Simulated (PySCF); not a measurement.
A structure optimised at PBE-D3(BJ)/def2-TZVP, used in a PySCF frequency run:

```xyz
2

Br     0.0000     0.0000    -1.1556
Br     0.0000     0.0000     1.1556
```

### Question
Write its SMILES, formula and point group.

### Answer
BrBr, Br₂, D∞h

### Question
What are its rotational constants (standard atomic weights)?

### Answer
2.3683 GHz (linear rotor, B only)
